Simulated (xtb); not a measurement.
C7H12O2 (SMILES C=CC(=O)OC(C)(C)C), singlet, from a rough starting geometry; GFN2-xTB run with xtb.

Input for xtb:
```
$ xtb mol.xyz --gfn 2 --opt vtight --json

# file mol.xyz
21

C      3.81965158    -0.30209535     0.07813606
C      2.55743846    -0.72627015    -0.20269571
C      1.35568847     0.11015289     0.13449234
O      1.37148242     1.15910460     0.78080669
O      0.31172102    -0.56066181    -0.25688495
C     -1.03803733    -0.04765940    -0.05011444
C     -1.19368072     1.30503111    -0.84333851
C     -1.36009139     0.13730423     1.45819037
C     -2.01906772    -1.01095598    -0.69910454
H      4.65484308    -0.91952721    -0.19607336
H      4.01918470     0.62721660     0.62487193
H      2.33403835    -1.65757627    -0.72492034
H     -2.28814904     1.60938158    -0.80331617
H     -0.58592797     2.12552665    -0.34406475
H     -0.90334559     1.24022733    -1.85076115
H     -1.11802607    -0.82599906     1.96087660
H     -2.46116274     0.39925272     1.55867358
H     -0.71821433     0.87490668     1.88888577
H     -1.73414465    -1.19062022    -1.77707160
H     -3.03121095    -0.66137456    -0.60279309
H     -1.90304171    -1.99129845    -0.22454994
```

What the program printed (banner, timings and long lists left out):

```
   ID    Z sym.   atoms
    1    6 C      1-3, 6-9
    2    8 O      4, 5
    3    1 H      10-21

           -------------------------------------------------
          |                Calculation Setup                |
           -------------------------------------------------

           -------------------------------------------------
          |                 G F N 2 - x T B                 |
           -------------------------------------------------

          ...................................................
          :                      SETUP                      :
          :.................................................:
          :  # basis functions                  48          :
          :  # atomic orbitals                  48          :
          :  # shells                           30          :
          :  # electrons                        52          :
          :  max. iterations                   250          :
          :  Hamiltonian                  GFN2-xTB          :
          :  restarted?                      false          :
          :  GBSA solvation                  false          :
          :  PC potential                    false          :
          :  electronic temp.          300.0000000     K    :
          :  accuracy                    1.0000000          :
          :  -> integral cutoff          0.2500000E+02      :
          :  -> integral neglect         0.1000000E-07      :
          :  -> SCF convergence          0.1000000E-05 Eh   :
          :  -> wf. convergence          0.1000000E-03 e    :
          :  Broyden damping             0.4000000          :
          :  net charge                          0          :
          :  unpaired electrons                  0          :
          ...................................................

 iter      E             dE          RMSdq      gap      omega  full diag
   1    -29.4770301 -0.294770E+02  0.416E+00    4.18       0.0  T
   2    -29.5423994 -0.653693E-01  0.227E+00    3.24       1.0  T
   3    -29.5439335 -0.153414E-02  0.125E+00    3.58       1.0  T
   4    -29.5463937 -0.246016E-02  0.424E-01    3.39       1.0  T
   5    -29.5488892 -0.249547E-02  0.179E-01    3.47       1.0  T
   6    -29.5493817 -0.492545E-03  0.524E-02    3.46       1.0  T
   7    -29.5493854 -0.373113E-05  0.130E-02    3.46       1.7  T
   8    -29.5493857 -0.272427E-06  0.407E-03    3.46       5.4  T
   9    -29.5493858 -0.795128E-07  0.138E-03    3.46      15.8  T
  10    -29.5493858 -0.943399E-08  0.659E-04    3.46      33.1  T
  11    -29.5493858 -0.963766E-09  0.182E-04    3.46     119.9  T

   *** convergence criteria satisfied after 11 iterations ***

         :::::::::::::::::::::::::::::::::::::::::::::::::::::
         ::                     SUMMARY                     ::
         :::::::::::::::::::::::::::::::::::::::::::::::::::::
         :: total energy             -29.212502952061 Eh    ::
         :: gradient norm              0.133004196968 Eh/a0 ::
         :: HOMO-LUMO gap              3.458488679519 eV    ::
         ::.................................................::
         :: SCC energy               -29.549331511732 Eh    ::
         :: -> isotropic ES            0.049554743828 Eh    ::
         :: -> anisotropic ES          0.002917357264 Eh    ::
         :: -> anisotropic XC          0.012967663411 Eh    ::
         :: -> dispersion             -0.014297377016 Eh    ::
         :: repulsion energy           0.336828559671 Eh    ::
         :: add. restraining           0.000000000000 Eh    ::
         :: total charge               0.000000000000 e     ::
         :::::::::::::::::::::::::::::::::::::::::::::::::::::

      -----------------------------------------------------------
     |                   =====================                   |
     |                        A N C O P T                        |
     |                   =====================                   |
[...]
 * total energy  :   -29.2289030 Eh     change       -0.2967724E-03 Eh
 * total energy  :   -29.2290208 Eh     change       -0.1178545E-03 Eh
 * total energy  :   -29.2290643 Eh     change       -0.4347861E-04 Eh
 * total energy  :   -29.2290993 Eh     change       -0.3497273E-04 Eh
 * total energy  :   -29.2291094 Eh     change       -0.1014294E-04 Eh
 * total energy  :   -29.2291175 Eh     change       -0.8101173E-05 Eh
 * total energy  :   -29.2291200 Eh     change       -0.2460640E-05 Eh
 * total energy  :   -29.2291207 Eh     change       -0.6888273E-06 Eh
 * total energy  :   -29.2291210 Eh     change       -0.3284624E-06 Eh
 * total energy  :   -29.2291210 Eh     change        0.2916453E-07 Eh
 * total energy  :   -29.2291212 Eh     change       -0.1846046E-06 Eh
 * total energy  :   -29.2291212 Eh     change       -0.5686736E-07 Eh
   *** GEOMETRY OPTIMIZATION CONVERGED AFTER 15 ITERATIONS ***
         :: total energy             -29.229121220056 Eh    ::
[...]
     2   6 C        2.888    -0.060    29.478     8.901
     3   6 C        2.708     0.361    20.872     7.478
     4   8 O        0.856    -0.422    22.124     6.306
     5   8 O        1.705    -0.277    18.595     5.822
     6   6 C        3.781     0.154    18.124     6.065
     7   6 C        3.756    -0.118    22.819     6.811
     8   6 C        3.756    -0.118    22.819     6.811
     9   6 C        3.757    -0.118    22.820     6.811
    10   1 H        0.926     0.060     2.204     2.322
    11   1 H        0.926     0.077     2.015     2.220
    12   1 H        0.926     0.061     2.182     2.310
    13   1 H        0.925     0.044     2.391     2.418
    14   1 H        0.925     0.066     2.125     2.280
    15   1 H        0.925     0.043     2.407     2.426
    16   1 H        0.925     0.043     2.407     2.426
    17   1 H        0.925     0.044     2.391     2.418
    18   1 H        0.925     0.066     2.125     2.280
    19   1 H        0.925     0.052     2.291     2.367
    20   1 H        0.925     0.048     2.340     2.392
    21   1 H        0.925     0.052     2.291     2.367

 Mol. C6AA /au·bohr⁶  :       3712.036715
 Mol. C8AA /au·bohr⁸  :      81512.473237
 Mol. α(0) /au        :         92.133798

Wiberg/Mayer (AO) data.
largest (>0.10) Wiberg bond orders for each atom

 ---------------------------------------------------------------------------
     #   Z sym  total        # sym  WBO       # sym  WBO       # sym  WBO
 ---------------------------------------------------------------------------
     1   6 C    3.980 --     2 C    1.936    10 H    0.976    11 H    0.970
     2   6 C    3.987 --     1 C    1.936     3 C    1.003    12 H    0.965
     3   6 C    3.921 --     4 O    1.714     5 O    1.142     2 C    1.003
     4   8 O    2.027 --     3 C    1.714     5 O    0.176
     5   8 O    2.312 --     3 C    1.142     6 C    0.900     4 O    0.176
     6   6 C    3.921 --     9 C    0.995     8 C    0.994     7 C    0.994
                             5 O    0.900
     7   6 C    3.991 --     6 C    0.994    15 H    0.985    13 H    0.984
                            14 H    0.980
     8   6 C    3.991 --     6 C    0.994    16 H    0.985    17 H    0.984
                            18 H    0.980
     9   6 C    3.993 --     6 C    0.995    21 H    0.985    19 H    0.985
                            20 H    0.984
    10   1 H    0.995 --     1 C    0.976
    11   1 H    0.994 --     1 C    0.970
    12   1 H    0.996 --     2 C    0.965
    13   1 H    0.997 --     7 C    0.984
    14   1 H    0.996 --     7 C    0.980
    15   1 H    0.998 --     7 C    0.985
    16   1 H    0.998 --     8 C    0.985
    17   1 H    0.997 --     8 C    0.984
    18   1 H    0.996 --     8 C    0.980
    19   1 H    0.997 --     9 C    0.985
    20   1 H    0.997 --     9 C    0.984
    21   1 H    0.997 --     9 C    0.985
 ---------------------------------------------------------------------------

Topologies differ in total number of bonds
Writing topology from bond orders to xtbtopo.mol

molecular dipole:
                 x           y           z       tot (Debye)
 q only:       -0.314      -0.533      -0.312
   full:       -0.313      -0.639      -0.369       2.037
molecular quadrupole (traceless):
                xx          xy          yy          xz          yz          zz
 q only:        6.786      -3.471      -3.945      -1.283      -1.275      -2.841
  q+dip:        7.114      -4.206      -4.012      -1.647      -1.231      -3.102
   full:        6.513      -4.257      -4.400      -1.821      -2.296      -2.113

optimized geometry written to: xtbopt.xyz

           -------------------------------------------------
          | TOTAL ENERGY              -29.229121220056 Eh   |
          | GRADIENT NORM               0.000053843978 Eh/α |
          | HOMO-LUMO GAP               3.616118357177 eV   |
           -------------------------------------------------
```
